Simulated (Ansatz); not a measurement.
Program: Ansatz. Geometries: PBE0-D4/def2-TZVP. ΔE: electronic, gas phase. CBS: MP2 limit from def2 TZ/QZ plus the TZ coupled-cluster correction, frozen cores. This one scheme is used for every species. Functionals use def2-TZVPP. B3LYP here is the variant with VWN-RPA as its local correlation; programs differ in this. HSE06 is defined as in plane-wave codes. For Ge outer-core shells are correlated without core-valence functions, which leaves a few kJ/mol of doubt a bond. Scalar relativity is left out up to krypton. Each species was taken in one conformer, which may not be the lowest.

`[CH3][GeH2][Cl]` + CH₃NH₂ → `C[NH][GeH2][CH3]` + HCl  (ligand exchange at a Ge–Cl bond)

Q: Is it downhill or uphill in electronic energy at CCSD(T)/CBS, and by how much? (An estimate is asked.)

A: Computed: Uphill: ΔE = +76.4 kJ/mol.

Q: What do these levels give: LDA (SPW92), PBE-D4, B3LYP-D4, r2SCANh-D4, BHLYP-D4, B2PLYP, BLYP, B3LYP, HSE06, CAM-B3LYP, RPA@PBE/def2-TZVPP, HF/def2-QZVPP? (Best estimate.)

A: The calculation gave: LDA (SPW92) 74.0, PBE-D4 80.9, B3LYP-D4 81.6, r2SCANh-D4 84.1, BHLYP-D4 85.3, B2PLYP 82.5, BLYP 86.4, B3LYP 87.2, HSE06 87.0, CAM-B3LYP 83.1, RPA@PBE/def2-TZVPP 70.2, HF/def2-QZVPP 95.0 kJ/mol.

Largest T1 diagnostic among the species: 0.010.

Leaving LDA and LC-ωPBE aside and taking each functional with its dispersion term where it has one, the values, not all of them listed here, spread over 7.2 kJ/mol, from revPBE-D4 to B97M-V. LDA lies −10.7 kJ/mol from PBE without D4. In def2-TZVPP, CCSD(T) changes the Hartree–Fock value by −21.1 kJ/mol (the triples alone add −2.1 kJ/mol) and MP2 by −20.1 kJ/mol.
